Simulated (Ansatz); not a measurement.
`BN([SiH3])[SiH3]` + `[CH3][GeH]([NH2])[F]` → `B[NH][GeH]([CH3])[F]` + `[SiH3]N[SiH3]`  (ligand exchange at a B–N bond)

Program: Ansatz. Geometries: PBE0-D4/def2-TZVP. ΔE: electronic, gas phase. CCSD(T)/CBS adds triple-zeta CCSD(T) − MP2 to the extrapolated MP2 energy (def2 sets, frozen cores). This one scheme is used for every species. DFT in def2-TZVPP. HSE06 is defined as in plane-wave codes. For Ge outer-core shells are correlated without core-valence functions, which leaves a few kJ/mol of doubt a bond. Scalar relativity is left out up to krypton. Each species was taken in one conformer, which may not be the lowest.

`BN([SiH3])[SiH3]`:

Cartesian coordinates in Å:
```
B -0.876 -0.296 1.387
N -0.156 -0.058 0.199
Si -0.760 -0.532 -1.375
Si 1.398 0.745 0.350
H -1.943 -0.840 1.354
H -0.404 0.056 2.435
H 0.196 -1.468 -2.021
H -2.078 -1.186 -1.199
H -0.892 0.665 -2.246
H 2.322 -0.061 1.184
H 1.231 2.091 0.952
H 1.962 0.884 -1.019
```

`[CH3][GeH]([NH2])[F]`:

Z-matrix (Å, degrees):
```
C
Ge 1 1.931
H 1 1.090 2 110.0
H 1 1.091 2 109.7 3 119.4
H 1 1.090 2 110.3 3 -120.6
N 2 1.817 1 110.4 3 -177.0
F 2 1.757 1 105.4 3 -57.5
H 2 1.534 1 117.1 3 58.4
H 6 1.010 2 115.9 1 52.1
H 6 1.010 2 115.8 1 -177.9
```

`B[NH][GeH]([CH3])[F]`:

Z-matrix (Å, degrees):
```
Ge
N 1 1.838
F 1 1.746 2 106.5
C 1 1.932 2 111.7 3 -114.5
H 1 1.530 2 107.9 3 114.4
B 2 1.396 1 125.5 3 -106.9
H 2 1.010 1 116.4 3 71.9
H 4 1.090 1 109.9 2 175.0
H 4 1.091 1 109.7 2 55.6
H 4 1.091 1 110.4 2 -64.6
H 6 1.198 2 119.8 1 179.6
H 6 1.199 2 118.9 1 -0.9
```

`[SiH3]N[SiH3]`:

Z-matrix (Å, degrees):
```
Si
N 1 1.726
H 1 1.490 2 112.6
H 1 1.484 2 107.4 3 119.9
H 1 1.489 2 110.9 3 -120.0
Si 2 1.726 1 128.9 3 -109.8
H 2 1.011 1 115.5 3 66.2
H 6 1.490 2 112.6 1 109.8
H 6 1.484 2 107.4 1 -10.1
H 6 1.488 2 110.9 1 -130.1
```

Is it downhill or uphill in electronic energy at CCSD(T)/CBS, and by how much? (An estimate is asked.)

The calculation gave: Downhill: ΔE = -0.14 eV.

What do these levels give: revPBE-D4, BLYP-D4, ωB97X-V, PBE-QIDH, r2SCAN, HSE06? (Best estimate.)

The calculation gave: revPBE-D4 -0.13, BLYP-D4 -0.15, ωB97X-V -0.15, PBE-QIDH -0.16, r2SCAN -0.16, HSE06 -0.17 eV.

What do rigid-rotor, harmonic-oscillator terms from PBE0-D4/def2-TZVP frequencies (298.15 K, 1 bar) make of the CCSD(T)/CBS value? (Estimate.)

Computed: ΔZPE = 0.00 eV, ΔH = -0.13 eV, ΔS = 18 J/(mol·K), ΔG = -0.18 eV. Modes under 50 cm⁻¹ make the entropy rough.

Largest T1 diagnostic among the species: 0.013.

At CCSD(T), def2-SVP lies −0.03 eV from the extrapolated value and def2-TZVPP −0.01 eV. Leaving LDA and LC-ωPBE aside and taking each functional with its dispersion term where it has one, the values, not all of them listed here, spread over 0.05 eV, from B97M-V to revPBE-D4. In def2-TZVPP, CCSD(T) changes the Hartree–Fock value by +0.06 eV (the triples alone add +0.01 eV) and MP2 by +0.07 eV.
